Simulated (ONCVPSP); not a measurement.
**osmium (Os), ONCV: configuration errors across variants**

- Element: Os
- Generator: ONCVPSP 4.0.1
- Type: optimised norm-conserving Vanderbilt (ONCV)
- Functional: PBE
- Relativity: fully relativistic
- Frozen core: [Kr] 4d10 4f14
- Valence charge: 16
- Reference configuration: 5s2 5p6 5d7 6s1
- Partial waves: 5s+6s: rc 1.50 bohr, ncon 4, nbas 9, qcut 7.5 1/bohr, 2 projectors; 5p: rc 1.75 bohr, ncon 3, nbas 6, qcut 8 1/bohr, 2 projectors, debl 2.7 Ha; 5d: rc 1.80 bohr, ncon 3, nbas 6, qcut 6.2 1/bohr, 1 projector
- Local potential: polynomial inside 1.05 bohr (lpopt 5, dvloc0 0 Ha)
- Core correction: Teter function fitted to the true core (icmod 2), fcfact 0.55

Open shells are filled in proportion to 2j + 1.

All-electron excitation energies from the reference (eV): (1) 5s2 5p6 5d6 6s2 -0.308; (2) 5s2 5p6 5d6 6s1 9.277; (3) 5s2 5p6 5d6 6s0 26.196; (4) 5s2 5p6 5d6 6s0 6p1 15.353.

2 further variants failed, have other tests or too few solved ones, and are left out.

Errors AE − PS in meV (a dash: test not solved or not reliable):

| change | (1) | (2) | (3) | (4) | bound ghosts | GHOST(+) flags above zero |
| --- | --- | --- | --- | --- | --- | --- |
| base | -2.1 | +0.1 | +3.6 | +2.0 | none | s, p3/2 |
| s: qcut 5.6; p: qcut 6; d: qcut 4.6 | -4.3 | -3.2 | -3.5 | -2.7 | none | s |
| s: qcut 6.2; p: qcut 6.6; d: qcut 5.1 | -3.5 | -1.8 | -0.4 | -0.5 | none | s, p3/2 |
| s: qcut 7.3; p: qcut 7.8; d: qcut 6 | -2.3 | -0.1 | +3.2 | +1.7 | none | s, p3/2 |
| s: qcut 7.7; p: qcut 8.2; d: qcut 6.4 | -2.0 | +0.2 | +4.0 | +2.2 | none | s |
| s: qcut 8.6; p: qcut 9.1; d: qcut 7.1 | -1.4 | +0.6 | +4.8 | +2.6 | none | s |
| s: qcut 9.3; p: qcut 9.9; d: qcut 7.6 | -1.1 | +0.8 | +5.1 | +2.7 | none | s, p3/2 |

Problem. Give the same row for: s: qcut 5; p: qcut 5.4; d: qcut 4.2.

Solution. -5.1, -4.6, -6.5, -4.9; bound ghosts: none; GHOST(+) flags above zero: s.
